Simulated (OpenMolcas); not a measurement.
**Pd⁶⁺: effect of the basis set**

```yaml
Program: OpenMolcas 26.06
Method: RASSCF
Active_space: 10 electrons in 8 orbitals (RAS1 4p, at most 2 holes; RAS2 4d)
State_averaging: 2S+1 = 5 even, 5 roots; 2S+1 = 3 even, 45 roots; 2S+1 = 1 even, 49 roots
Spin-orbit_coupling: RASSI with atomic mean-field integrals over the reference wave functions, term energies averaged over their components
```

A. ANO-R2 [7s5p4d2f1g], X2C, finite nucleus; cost roughly 90 core-seconds
B. ANO-RCC-VTZP [7s6p4d2f1g], DKH2, point nucleus; cost roughly 60 core-seconds
C. ANO-RCC-VQZP [8s7p5d3f2g1h], DKH2, point nucleus; cost about 40 core-seconds

Energies in cm⁻¹ above 4d⁴ ⁵D₀.

```json
{"Level": "4d⁴ ⁵D₀", "A": "0.0", "B": "0.0", "C": "0.0"}
{"Level": "4d⁴ ⁵D₁", "A": "984", "B": "1002", "C": "906"}
{"Level": "4d⁴ ⁵D₂", "A": "2479", "B": "2518", "C": "2314"}
{"Level": "4d⁴ ⁵D₃", "A": "4213", "B": "4269", "C": "3972"}
{"Level": "4d⁴ ⁵D₄", "A": "6063", "B": "6134", "C": "5762"}
{"Level": "4d⁴ ³P₀(1)", "A": "20505", "B": "20464", "C": "20925"}
{"Level": "4d⁴ ³P₁(1)", "A": "24739", "B": "24743", "C": "24986"}
{"Level": "4d⁴ ³H₄ [65 %]", "A": "25195", "B": "25186", "C": "25583"}
{"Level": "4d⁴ ³H₅", "A": "27697", "B": "27726", "C": "27937"}
{"Level": "4d⁴ ³F₃(1) [65 %]", "A": "27758", "B": "27762", "C": "28075"}
{"Level": "4d⁴ ³F₂(1)", "A": "27849", "B": "27855", "C": "28147"}
{"Level": "4d⁴ ³H₆", "A": "29370", "B": "29415", "C": "29548"}
{"Level": "4d⁴ ³F₄(1) [62 %]", "A": "29559", "B": "29599", "C": "29727"}
{"Level": "4d⁴ ³P₂(1)", "A": "30112", "B": "30155", "C": "30213"}
{"Level": "4d⁴ ³G₃ [65 %]", "A": "33124", "B": "33171", "C": "33302"}
{"Level": "4d⁴ ³G₄ [72 %]", "A": "33674", "B": "33708", "C": "33921"}
{"Level": "4d⁴ ³G₅", "A": "35595", "B": "35663", "C": "35700"}
{"Level": "4d⁴ ³D₃", "A": "38693", "B": "38710", "C": "39047"}
{"Level": "4d⁴ ³D₂", "A": "38983", "B": "39002", "C": "39325"}
{"Level": "4d⁴ ³D₁", "A": "40252", "B": "40291", "C": "40512"}
{"Level": "4d⁴ ¹I₆", "A": "41629", "B": "41677", "C": "41954"}
{"Level": "4d⁴ ¹G₄(1)", "A": "42421", "B": "42491", "C": "42583"}
{"Level": "4d⁴ ¹S₀", "A": "44049", "B": "44073", "C": "44387"}
{"Level": "4d⁴ ¹D₂(1)", "A": "47658", "B": "47691", "C": "48011"}
```

Among A to C the level of the table that moves most is 4d⁴ ³P₀(1), by 460 cm-1 (lowest in B, highest in C).

Without dynamic correlation excited terms often stand tens of per cent too high (terms of higher spin than the ground term too low), and those without a measured partner can miss by more than the paired ones. Active for correlation alone: 4p; no level in the range computed is led by a configuration that opens it, so any true level of that kind is missing. Only configurations of the active space appear. The table leaves out levels that lie high or whose names do not pair safely across all columns.

A share in square brackets marks a mixed level and gives the weight of the term that names it, the lowest over the columns. A number in round brackets counts repeated terms of one configuration in the order of the reference energies.
